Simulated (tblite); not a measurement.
A geometry optimisation, step by step.

C6H11OPS.
Bonds: C1–S2, S2–C3, C3–P4, P4–O5 (double), P4–C6, C6–C7, C6–C8 (double), C8–C9, P4–C8. Hydrogens: H10, H11, H12 on C1; H13, H14 on C3; H15, H16, H17 on C7; H18, H19, H20 on C9.

Computed with GFN2-xTB (tblite), gas phase: L-BFGS steps from a force-field or distance-geometry start until the largest atomic force falls under 0.01 eV/Å. 7 of its 181 geometries are shown.

Step 0: E = -767.6348 eV, largest atomic force 2.405 eV/Å
```
atom  x, y, z in Å  |  force x, y, z in eV/Å
C1      3.529   -0.196   -0.971   -0.958   1.034   0.495
S2      2.671   -1.594   -0.201    0.519  -1.244   0.369
C3      1.221   -0.951    0.647   -0.148   0.265   0.645
P4      0.099   -0.327   -0.641   -1.097  -0.506  -2.080
O5      0.210   -0.817   -2.042    0.787   0.302   0.680
C6     -1.112    0.917   -0.214   -0.908   1.714   0.576
C7     -1.506    2.372   -0.058    0.210  -0.334  -0.308
C8     -1.603   -0.313   -0.064   -0.618  -1.211   0.477
C9     -2.747   -1.235    0.294    0.251   0.662   0.209
H10     3.635    0.564   -0.146    0.137  -0.510  -1.077
H11     4.500   -0.537   -1.352   -0.600   0.110   0.242
H12     2.844    0.160   -1.782    0.773  -0.044   0.563
H13     1.424   -0.133    1.352    0.244  -0.244  -0.080
H14     0.655   -1.744    1.200    0.844   0.297  -0.556
H15    -1.270    2.720    0.972   -0.267  -0.250  -0.648
H16    -2.584    2.501   -0.285    0.610  -0.162   0.344
H17    -0.946    3.006   -0.770   -0.179  -0.365   0.370
H18    -2.682   -2.198   -0.274   -0.036   0.980   0.458
H19    -3.736   -0.738    0.130    0.801  -0.504   0.149
H20    -2.606   -1.447    1.385   -0.364   0.008  -0.827
```

Step 30: E = -768.2686 eV, largest atomic force 0.100 eV/Å
```
atom  x, y, z in Å  |  force x, y, z in eV/Å
C1      3.450   -0.168   -0.903    0.027   0.022  -0.009
S2      2.783   -1.646   -0.105   -0.023   0.017   0.050
C3      1.289   -0.920    0.592    0.004  -0.009  -0.020
P4      0.090   -0.428   -0.748   -0.004  -0.085   0.032
O5      0.481   -0.726   -2.133   -0.048   0.008   0.050
C6     -1.087    0.820   -0.201   -0.013  -0.036  -0.061
C7     -1.502    2.225   -0.047    0.009   0.016  -0.011
C8     -1.590   -0.427   -0.100    0.021  -0.070  -0.023
C9     -2.825   -1.124    0.310    0.019   0.026  -0.005
H10     3.633    0.600   -0.156    0.021   0.000   0.024
H11     4.383   -0.469   -1.367    0.018   0.037  -0.039
H12     2.747    0.180   -1.655   -0.002  -0.019   0.001
H13     1.540   -0.060    1.215   -0.016  -0.057  -0.026
H14     0.815   -1.689    1.203    0.028   0.045  -0.003
H15    -1.259    2.584    0.953    0.017   0.009   0.023
H16    -2.578    2.314   -0.196   -0.014   0.016   0.016
H17    -0.984    2.849   -0.770   -0.007   0.065  -0.016
H18    -2.950   -2.054   -0.245    0.008   0.090   0.042
H19    -3.697   -0.487    0.159    0.034  -0.029   0.009
H20    -2.745   -1.363    1.372   -0.081  -0.047  -0.034
```

Step 60: E = -768.2898 eV, largest atomic force 0.073 eV/Å
```
atom  x, y, z in Å  |  force x, y, z in eV/Å
C1      3.447   -0.075   -0.901   -0.008  -0.005   0.026
S2      2.859   -1.571   -0.067    0.007   0.021  -0.019
C3      1.317   -0.945    0.622   -0.037   0.016  -0.025
P4      0.072   -0.557   -0.709   -0.030  -0.016   0.011
O5      0.442   -0.901   -2.088    0.004  -0.006   0.026
C6     -1.054    0.752   -0.198    0.009   0.016  -0.019
C7     -1.430    2.171   -0.057    0.000  -0.001  -0.022
C8     -1.608   -0.470   -0.063    0.029   0.010   0.004
C9     -2.902   -1.085    0.286    0.023  -0.019  -0.005
H10     3.708    0.678   -0.162   -0.022   0.011   0.003
H11     4.329   -0.362   -1.464   -0.004   0.005  -0.002
H12     2.676    0.286   -1.578   -0.033  -0.029   0.025
H13     1.492   -0.046    1.212    0.053  -0.009   0.029
H14     0.914   -1.724    1.267    0.005  -0.023  -0.015
H15    -1.071    2.563    0.896   -0.004  -0.002  -0.023
H16    -2.514    2.274   -0.094   -0.005   0.024   0.028
H17    -0.987    2.763   -0.856    0.008   0.025  -0.006
H18    -3.103   -1.926   -0.372   -0.023  -0.066  -0.021
H19    -3.708   -0.359    0.191   -0.008   0.049   0.015
H20    -2.886   -1.455    1.312    0.033   0.000  -0.010
```

Step 90: E = -768.3454 eV, largest atomic force 0.150 eV/Å
```
atom  x, y, z in Å  |  force x, y, z in eV/Å
C1      3.087    0.222   -0.790    0.044  -0.019   0.074
S2      2.953   -1.400   -0.001    0.076   0.037  -0.021
C3      1.323   -1.180    0.728    0.024   0.006  -0.024
P4      0.135   -0.775   -0.638    0.003  -0.072   0.022
O5      0.442   -1.334   -1.958    0.035  -0.001  -0.065
C6     -0.879    0.675   -0.270    0.043   0.000   0.056
C7     -1.137    2.129   -0.250   -0.005  -0.105  -0.008
C8     -1.526   -0.485   -0.033   -0.003   0.030   0.057
C9     -2.869   -0.999    0.281    0.010   0.016  -0.032
H10     3.382    0.965   -0.053    0.002   0.023  -0.020
H11     3.839    0.133   -1.567    0.004   0.066  -0.004
H12     2.118    0.472   -1.225    0.035  -0.009  -0.037
H13     1.327   -0.384    1.471   -0.021   0.016   0.028
H14     1.062   -2.124    1.203   -0.094  -0.065  -0.034
H15    -0.414    2.658    0.368    0.072  -0.044   0.012
H16    -2.133    2.308    0.146   -0.107   0.053   0.005
H17    -1.076    2.535   -1.257    0.008   0.033  -0.080
H18    -3.282   -1.441   -0.624   -0.071  -0.076  -0.040
H19    -3.520   -0.192    0.601   -0.090   0.086   0.084
H20    -2.836   -1.774    1.044    0.035   0.024   0.028
```

Step 120: E = -768.4066 eV, largest atomic force 0.093 eV/Å
```
atom  x, y, z in Å  |  force x, y, z in eV/Å
C1      2.962    0.416   -0.638   -0.006  -0.033   0.038
S2      2.990   -1.255    0.053   -0.055   0.007   0.005
C3      1.270   -1.383    0.602    0.044   0.037  -0.073
P4      0.125   -0.867   -0.748   -0.057  -0.009  -0.036
O5      0.394   -1.405   -2.087    0.007  -0.019   0.065
C6     -0.818    0.622   -0.359   -0.010  -0.034  -0.017
C7     -1.014    2.083   -0.411   -0.019  -0.017   0.022
C8     -1.501   -0.500   -0.058    0.019  -0.024   0.007
C9     -2.821   -0.920    0.446    0.042  -0.022   0.012
H10     2.955    1.157    0.158   -0.032  -0.009   0.010
H11     3.866    0.513   -1.230   -0.006   0.061  -0.030
H12     2.079    0.514   -1.274    0.038  -0.009   0.001
H13     1.079   -0.788    1.494    0.045   0.017   0.012
H14     1.102   -2.441    0.811   -0.035  -0.005  -0.007
H15    -0.190    2.602    0.076    0.041   0.039  -0.008
H16    -1.947    2.354    0.081   -0.010  -0.020   0.014
H17    -1.062    2.413   -1.448    0.048   0.011  -0.008
H18    -3.426   -1.315   -0.370    0.001   0.012  -0.032
H19    -3.340   -0.074    0.895   -0.022   0.000  -0.004
H20    -2.707   -1.714    1.182   -0.035   0.019   0.030
```

Step 150: E = -768.4258 eV, largest atomic force 0.029 eV/Å
```
atom  x, y, z in Å  |  force x, y, z in eV/Å
C1      2.844    0.499   -0.587   -0.018   0.020  -0.011
S2      2.988   -1.226   -0.071    0.010  -0.012   0.005
C3      1.303   -1.446    0.541   -0.002   0.011   0.002
P4      0.096   -0.957   -0.763    0.006   0.000   0.022
O5      0.321   -1.525   -2.096    0.002   0.001   0.007
C6     -0.778    0.571   -0.379   -0.010   0.009  -0.011
C7     -0.914    2.038   -0.456    0.000   0.001   0.012
C8     -1.496   -0.517   -0.035    0.019  -0.006   0.009
C9     -2.824   -0.873    0.494    0.008   0.002  -0.007
H10     2.615    1.121    0.275   -0.004   0.011   0.004
H11     3.800    0.790   -1.012   -0.003  -0.005  -0.012
H12     2.059    0.574   -1.342    0.008  -0.009   0.001
H13     1.141   -0.862    1.448   -0.013  -0.019  -0.014
H14     1.179   -2.511    0.746   -0.002   0.002  -0.008
H15    -0.061    2.536    0.006   -0.004  -0.007   0.004
H16    -1.829    2.356    0.042    0.009   0.001  -0.010
H17    -0.953    2.349   -1.501    0.005   0.000   0.010
H18    -3.439   -1.289   -0.305    0.005  -0.014   0.006
H19    -3.320    0.010    0.895   -0.006   0.009  -0.004
H20    -2.738   -1.627    1.276   -0.010   0.007  -0.004
```

Step 180: E = -768.4332 eV, largest atomic force 0.009 eV/Å
```
atom  x, y, z in Å  |  force x, y, z in eV/Å
C1      2.803    0.506   -0.647    0.000  -0.004   0.004
S2      2.996   -1.192   -0.058   -0.002   0.001   0.000
C3      1.314   -1.460    0.550    0.003  -0.001   0.002
P4      0.101   -0.961   -0.742   -0.002  -0.003   0.002
O5      0.325   -1.514   -2.082   -0.002   0.000   0.001
C6     -0.760    0.570   -0.342    0.002   0.002   0.001
C7     -0.879    2.040   -0.390   -0.001   0.002   0.000
C8     -1.491   -0.516   -0.021   -0.002   0.001  -0.009
C9     -2.836   -0.867    0.469    0.004  -0.003   0.002
H10     2.535    1.157    0.182    0.005  -0.007  -0.004
H11     3.758    0.807   -1.065   -0.008   0.003   0.001
H12     2.035    0.521   -1.422    0.001   0.006   0.005
H13     1.138   -0.907    1.471   -0.007   0.001  -0.003
H14     1.212   -2.533    0.725    0.000   0.007  -0.003
H15    -0.107    2.512    0.218    0.001  -0.009  -0.002
H16    -1.858    2.349   -0.025   -0.002   0.003  -0.002
H17    -0.754    2.389   -1.415    0.006   0.005   0.000
H18    -3.343   -1.494   -0.265   -0.001   0.002   0.007
H19    -3.425    0.034    0.638    0.001  -0.006  -0.001
H20    -2.770   -1.431    1.399    0.004   0.002   0.000
```

**Question.** Summarise the path.

**Answer.** The energy falls by 77.03 kJ/mol from step 0 to step 180; nine tenths of that is first reached at step 94. It rises by more than 0.2 meV at step 80. The largest force goes from 2.405 to 0.009 eV/Å. Among the bonds C6–C7 changes most (a near tie, within 0.001 Å, with another), from 1.516 to 1.475 Å; the atoms move by 0.892 Å rms after alignment.

The cost below is that of the whole relaxation. Hardware: Arm Neoverse V2, one thread, on a shared host. Cost: 1.4 s wall.
